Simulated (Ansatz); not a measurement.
`CCB(O)Cl`. Total charge 0; spin multiplicity 1.

Z-matrix (Å, degrees):
```
C
C 1 1.524
H 1 1.092 2 111.3
H 1 1.091 2 111.0 3 119.4
H 1 1.092 2 111.4 3 -120.2
B 2 1.570 1 116.7 3 -61.9
H 2 1.100 1 109.2 3 178.3
H 2 1.098 1 110.2 3 63.5
Cl 6 1.769 2 120.9 1 -31.2
O 6 1.351 2 123.9 1 150.9
H 10 0.961 6 112.7 2 -2.6
```

(1) Give the diagnostics of a CCSD(T)/def2-TZVPP run (frozen core, Ansatz 0.2.0). (Estimate.)

## Answers

(1) The calculation gave: T1 = 0.0109, largest single amplitude 0.026, largest double 0.016, (T) share of the correlation energy 3.8 %, 9 CCSD cycles. The RHF solution is stable towards an unrestricted one. T1 lies under the customary mark of 0.02 for closed shells.
